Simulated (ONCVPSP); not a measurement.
# What one change does to a pseudopotential (Co (Z = 27), ONCV)

cobalt (Co), optimised norm-conserving Vanderbilt (ONCV), made with ONCVPSP 4.0.1 (BLYP, scalar-relativistic). Core [Ne] 3s2, reference 3p6 3d7 4s1.5 (charge +0.5). Waves: 4s: rc 2.45 bohr, ncon 4, nbas 7, qcut 2.7 1/bohr, 2 projectors, debl 1.2 Ha; 3p: rc 0.90 bohr, ncon 4, nbas 9, qcut 7.9 1/bohr, 3 projectors, debl 3.8 Ha; 3d: rc 1.75 bohr, ncon 4, nbas 9, qcut 10.1 1/bohr, 2 projectors, debl 0.5 Ha; f scattering state at 0.03 Ha: rc 2.65 bohr, ncon 4, nbas 7, qcut 4 1/bohr, 2 projectors, debl 2.5 Ha. Local part: polynomial inside 0.60 bohr (lpopt 5, dvloc0 2 Ha). Core correction: none.

All-electron outer shells of the reference configuration (BLYP, scalar-relativistic, ld1.x):

| shell | level (eV) | outermost node (bohr) | outermost maximum (bohr) |
| --- | --- | --- | --- |
| 3s | -106.36 | 0.31 | 0.66 |
| 3p | -69.68 | 0.28 | 0.68 |
| 3d | -12.32 | – | 0.66 |
| 4s | -9.00 | 0.96 | 2.23 |

Change: all radii scaled by about 1.11 (s 2.72, p 1.00, d 1.94, f 2.94 bohr); local potential polynomial inside 0.66 bohr (lpopt 5, dvloc0 2 Ha).

Cutoffs: the cutoffs (Ha) at which the residual kinetic energy of the hardest occupied pseudo-wave falls to 1 and 0.1 mHa per electron; they do not see the model core or the augmentation charge, which bear on the density cutoff. Errors are all-electron minus pseudo energies relative to the spin-unpolarised reference configuration.

Problem. How do hardness, ghosts and transferability respond?

Solution. The potential gets harder (37 Ha and 92 Ha → 38 Ha and 162 Ha); both files keep a bound ghost (f, s); of the 4 tests that both files solve, the error grows in 2 and shrinks in 1 by more than 15 % and 0.3 meV (median size 5.1 → 11.3 meV).

```tsv
quantity	base	changed
cutoff, loose	37 Ha	38 Ha
cutoff, tight	92 Ha	162 Ha
loose cutoff by channel	s 6.2 Ha, p 35 Ha, d 37 Ha	s 3.9 Ha, p 38 Ha, d 33 Ha
bound ghosts	s, f	s, f
GHOST(+) flags under 300 eV	none	s at 95.2 eV
error for 3p6 3d7 4s2, meV [ΔE -3.59 eV]	+0.3	+0.2
error for 3p6 3d7 4s1, meV [ΔE 5.45 eV]	-0.9	-1.4
error for 3p6 3d7 4s0, meV [ΔE 22.43 eV]	-9.4	-21
error for 3p6 3d6 4s0, meV [ΔE 58.30 eV]	+80	+25
```

 A true bound ghost makes a file unfit for plane-wave use even where its test errors are small: the radial tests pick states by their node count and pass the ghost by.
